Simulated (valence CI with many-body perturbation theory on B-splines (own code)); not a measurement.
## E1 line list for Br⁴⁺

Computed by valence CI with perturbative core correlation (CI+MBPT): three valence electrons over a frozen Dirac-Fock core [Ar] 3d10, radial functions for each j: 11 s, 11 p, 10 d, 8 f, 5 g, 2 h, with the one-electron correlation potential Σ1, the two-electron term Σ2, the three-electron term Σ3, Breit, model QED; selected CI, second order for the rest, scaled by the run's own slope (own B-spline code, finite nucleus).

Set against measurement, 8 paired levels are off by 76 cm⁻¹ on average, the worst by 221. These come from a selection out of Moore, Atomic Energy Levels, vol. II, NSRDS-NBS 35 (1971 reprint of NBS Circular 467, 1952), an old analysis. Levels without a partner in it may be off by more.

Lines 201 to 250 of 589 in falling wavelength, among levels below 425400 cm⁻¹, chosen from the strongest by gf and those to the six lowest levels. Wavelengths and rates use the calculated energies, so an error of 80 cm⁻¹ moves a line at 156.7 nm by 0.13 % and its rate by three times that or more. Electric multipoles are in the length gauge, E1 and E2 with the static RPA response of the core. Weak lines are less certain than strong ones. Lines between different terms over intervals too small for the method are left out, as are lines whose strength nearly cancels. Where a level lies close to another of its J and parity, the split of strength between their lines is uncertain. The highest levels of a list are the least certain.

Names give the largest LS component (configuration and term), which can be under half, so a name can repeat, a term be missing and a line seem to break the LS rules; names also repeat where a configuration has a term twice. Letters in brackets count levels of one name in rising energy.

```tsv
λ vac (nm)	Upper	Lower	A (s⁻¹)	log gf	Branch %
156.7	4s²7f ²F°_5/2 [a]	4s4p5p ²P_3/2 [a]	1.58e+08	-0.46	6.8
156.5	4s4p5p ²P_1/2 [a]	4s4p4d ²D°_3/2 [a]	2.94e+08	-0.67	11.9
156.3	4s4p5d ²D°_5/2	4s4p5p ⁴D_3/2	4.92e+08	0.03	18.2
155.2	4s²7f ²F°_5/2 [b]	4s4p5p ⁴D_5/2	7.50e+07	-0.79	4.6
154.6	4s²7f ²F°_5/2 [b]	4s4p5p ²P_3/2 [a]	1.37e+08	-0.53	8.4
154.5	4s4p5p ²D_3/2 [a]	4s4p4d ²F°_5/2 [a]	4.60e+08	-0.18	20.8
153.6	4s4p5d ⁴D°_7/2	4s4p5p ⁴D_5/2	1.38e+08	-0.41	5.7
152.6	4s4p5p ²P_3/2 [b]	4s4p4d ²P°_3/2 [b]	1.53e+08	-0.67	1.5
152.2	4s4p5d ²D°_3/2	4s4p5p ⁴D_3/2	1.33e+08	-0.73	4.3
151.8	4s4p5p ²P_1/2 [b]	4s4p4d ²D°_3/2 [b]	4.93e+08	-0.47	4.6
151.6	4s4p5p ²P_3/2 [b]	4s4p4d ²D°_5/2 [b]	4.00e+08	-0.26	4.0
151.5	4s²5p ²P°_1/2	4s²4d ²D_3/2	7.85e+08	-0.27	50.5
151.4	4s4p5p ⁴S_3/2	4s4p4d ²F°_5/2 [a]	1.89e+08	-0.59	9.1
150.6	4s4p5p ²D_3/2 [b]	4s4p4d ²F°_5/2 [b]	4.12e+08	-0.25	6.0
148.9	4s²5p ²P°_3/2	4s²4d ²D_5/2	7.28e+08	-0.01	44.7
147.0	4s4p5p ²D_5/2 [b]	4s4p4d ²F°_7/2 [b]	3.81e+08	-0.13	6.3
144.9	4s²6d ²D_5/2	4s4p4d ²F°_7/2 [a]	8.09e+07	-0.82	11.6
143.7	4s²6g ²G_9/2 [b]	4s4p4d ²F°_7/2 [b]	1.00e+08	-0.51	3.5
142.2	4s4p5p ⁴D_5/2	4s4p4d ⁴D°_7/2	8.29e+07	-0.82	4.0
140.4	4s²6s ²S_1/2	4s²5p ²P°_3/2	1.59e+09	-0.03	22.4
138.1	4s4p5p ²S_1/2 [b]	4s4p4d ²P°_3/2 [b]	4.59e+08	-0.58	10.0
137.0	4s²6s ²S_1/2	4s²5p ²P°_1/2	8.05e+08	-0.34	11.3
136.9	4s4p5p ⁴P_3/2	4s4p4d ⁴P°_3/2	1.42e+08	-0.80	7.3
134.7	4s4p5p ⁴D_7/2	4s4p4d ⁴D°_7/2	1.83e+08	-0.40	8.7
134.2	4s4p5p ²P_3/2 [a]	4s4p4d ⁴P°_5/2	3.93e+08	-0.37	16.5
134.2	4s²7d ²D_5/2	4s4p4d ²F°_7/2 [b]	9.12e+07	-0.83	1.7
134.0	4s4p5p ⁴P_1/2	4s4p4d ⁴D°_1/2	5.37e+08	-0.54	30.4
133.9	4s²5g ²G_7/2	4s4p4d ²D°_5/2 [a]	7.70e+08	0.22	29.4
133.0	4s4p5p ⁴P_1/2	4s4p4d ⁴D°_3/2	6.36e+08	-0.47	36.0
132.7	4s²5g ²G_7/2	4s²4f ²F°_7/2	8.56e+07	-0.74	3.3
132.7	4s4p5p ⁴P_5/2	4s4p4d ⁴P°_3/2	1.34e+08	-0.67	7.5
132.7	4s²5g ²G_9/2	4s²4f ²F°_7/2	2.40e+09	0.80	91.5
132.7	4s4p5p ⁴P_5/2	4s4p4d ⁴D°_5/2	4.38e+08	-0.16	24.5
132.4	4s²7p ²P°_3/2	4s²5d ²D_5/2	1.46e+08	-0.81	18.9
132.1	4s²5g ²G_7/2	4s²4f ²F°_5/2	1.55e+09	0.51	59.1
132.0	4s4p5p ⁴P_5/2	4s4p4d ⁴D°_7/2	5.87e+08	-0.04	32.9
129.7	4s4p5p ⁴P_3/2	4s4p4d ⁴D°_3/2	1.35e+08	-0.87	6.9
128.4	4s4p5p ⁴P_3/2	4s4p4d ⁴P°_5/2	4.92e+08	-0.31	25.3
127.5	4s4p5p ⁴S_3/2	4s4p4d ⁴P°_3/2	2.68e+08	-0.58	13.0
127.5	4s4p5p ⁴S_3/2	4s4p4d ⁴D°_5/2	1.86e+08	-0.74	9.0
127.2	4s4p5p ⁴S_3/2	4s4p4d ⁴P°_1/2	2.09e+08	-0.69	10.1
125.1	4p³ ²D°_5/2	4s4p² ²P_3/2	1.73e+08	-0.61	15.0
116.3	4s²6f ²F°_7/2	4s²5d ²D_5/2	3.69e+08	-0.22	20.4
116.1	4s4p4f ²G_7/2 [b]	4s4p4d ²F°_5/2 [b]	1.90e+08	-0.51	7.5
115.9	4s²6f ²F°_5/2	4s²5d ²D_3/2	3.55e+08	-0.37	19.1
115.3	4s4p5p ⁴D_1/2	4s4p4d ⁴F°_3/2	1.14e+09	-0.34	51.5
114.7	4s²7g ²G_9/2	4s4p4d ²F°_7/2 [b]	2.51e+08	-0.31	12.6
114.6	4s4p5p ⁴D_3/2	4s4p4d ⁴F°_5/2	1.02e+09	-0.10	46.1
113.9	4s4p4f ²D_5/2	4s4p4d ²P°_3/2 [a]	3.59e+08	-0.38	4.8
113.5	4s4p5p ⁴D_5/2	4s4p4d ⁴F°_7/2	1.21e+09	0.14	58.5
```
